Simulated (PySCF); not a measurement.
A structure optimised at B3LYP-D3(BJ)/def2-SVP, used in a PySCF frequency run:

```
Al
I 1 2.3732
I 1 2.3732 2 180.00
```
Charge +1, spin multiplicity 1.

### Question
Write its SMILES, formula and point group.

### Answer
[I][Al+][I], AlI₂, D∞h

### Question
What are its rotational constants (standard atomic weights)?

### Answer
0.35355 GHz (linear rotor, B only)
